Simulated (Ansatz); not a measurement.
Method: B3LYP-D3(BJ)/def2-TZVP (Ansatz, an electronic-structure program). No frequencies were computed at this level.

Ansatz 0.2 input:
```yaml
crystal:
  periodic: [false, false, false]
  atoms:
    - { symbol: B, position_ang: [0.767673, -0.192333, 0.006906] }
    - { symbol: B, position_ang: [-0.766138, -0.19856, 0.003263] }
    - { symbol: O, position_ang: [-0.003771, 0.945062, -0.024186] }
    - { symbol: H, position_ang: [1.923093, -0.269422, 0.011667] }
    - { symbol: H, position_ang: [-1.920858, -0.284746, 0.002351] }
basis:
  gaussian: { orbitals: def2-tzvp }
hamiltonian:
  xc: b3lyp
  dispersion: d3bj
relax:
  max_steps: 150
```

Output:

```
Functional definition: B3LYP
577 factors; their error is unknown
mean field evaluation 1: about -3429.4581 eV, gradient 4.7e1 eV
mean field evaluation 2: about -3420.3769 eV, gradient 8.5e1 eV
mean field evaluation 4: about -3433.5873 eV, gradient 2.3e0 eV
mean field evaluation 8: about -3433.5985 eV, gradient 2.8e-2 eV
mean field -3433.59853415 eV, -126.1824187535 hartree, gradient 2.6e-5 eV, S^2 0.000000; 0 other end points of the search recorded, 0 dependent functions left out
reference -3433.59874932 eV, -126.1824266608 hartree; 10, 10 occupied and 95, 95 virtual orbitals, 577 factors
relax step   1: F+E_penalty+E_count = -3433.69153852 eV  Δ(F+E_penalty+E_count) = +0.000e0 eV  max|allowed force component| = 5.828e-1 eV/Å  Δτ_max = 0.0000 Å  (26 SCF iters, accepted)
these checks for a lower state are left out or cut short: starts, cluster_reference, orbital_swaps, neighbouring_geometries, increment
577 factors; their error is unknown
mean field evaluation 16: about -3433.6285 eV, gradient 4.3e-3 eV
mean field -3433.62661562 eV, -126.1834507282 hartree, gradient 8.4e-6 eV, S^2 0.000000; 0 other end points of the search recorded, 0 dependent functions left out
reference -3433.62683096 eV, -126.1834586418 hartree; 10, 10 occupied and 95, 95 virtual orbitals, 577 factors
relax step   2: F+E_penalty+E_count = -3433.71927852 eV  Δ(F+E_penalty+E_count) = -2.774e-2 eV  max|allowed force component| = 2.908e-1 eV/Å  Δτ_max = 0.0253 Å  (31 SCF iters, accepted)
these checks for a lower state are left out or cut short: starts, cluster_reference, orbital_swaps, neighbouring_geometries, increment
577 factors; their error is unknown
mean field -3433.63111885 eV, -126.1836162190 hartree, gradient 8.6e-6 eV, S^2 0.000000; 0 other end points of the search recorded, 0 dependent functions left out
reference -3433.63133444 eV, -126.1836241416 hartree; 10, 10 occupied and 95, 95 virtual orbitals, 577 factors
relax step   3: F+E_penalty+E_count = -3433.72358969 eV  Δ(F+E_penalty+E_count) = -4.311e-3 eV  max|allowed force component| = 2.299e-2 eV/Å  Δτ_max = 0.0129 Å  (31 SCF iters, accepted)
these checks for a lower state are left out or cut short: starts, cluster_reference, orbital_swaps, neighbouring_geometries, increment
577 factors; their error is unknown
mean field evaluation 32: about -3433.6311 eV, gradient 1.2e-4 eV
mean field -3433.63113645 eV, -126.1836168658 hartree, gradient 8.6e-6 eV, S^2 0.000000; 0 other end points of the search recorded, 0 dependent functions left out
reference -3433.63135205 eV, -126.1836247890 hartree; 10, 10 occupied and 95, 95 virtual orbitals, 577 factors
relax step   4: F+E_penalty+E_count = -3433.72360168 eV  Δ(F+E_penalty+E_count) = -1.199e-5 eV  max|allowed force component| = 4.090e-3 eV/Å  Δτ_max = 0.0006 Å  (33 SCF iters, accepted)
577 factors; their error is unknown
mean field -3433.63113645 eV, -126.1836168658 hartree, gradient 8.6e-6 eV, S^2 0.000000; 1 other end points of the search recorded, 0 dependent functions left out
reference -3433.63135205 eV, -126.1836247890 hartree; 10, 10 occupied and 95, 95 virtual orbitals, 577 factors
Total energy: -3433.72381728 eV, -126.1870228234 hartree
Atom 0 at     0.784252    -0.186947     0.006755 Å, force     0.000653    -0.000695     0.000019 eV/Å
Atom 1 at    -0.782750    -0.193244     0.002968 Å, force    -0.000588    -0.000343     0.000016 eV/Å
Atom 2 at    -0.003750     0.950246    -0.024304 Å, force    -0.000085     0.004090    -0.000105 eV/Å
Atom 3 at     1.960678    -0.277188     0.012027 Å, force    -0.001016    -0.001479     0.000033 eV/Å
Atom 4 at    -1.958430    -0.292865     0.002556 Å, force     0.001036    -0.001573     0.000037 eV/Å
Dipole moment:     0.000338    -0.085103     0.002176 e Å
```

Cost: around 9 core-seconds (rough).
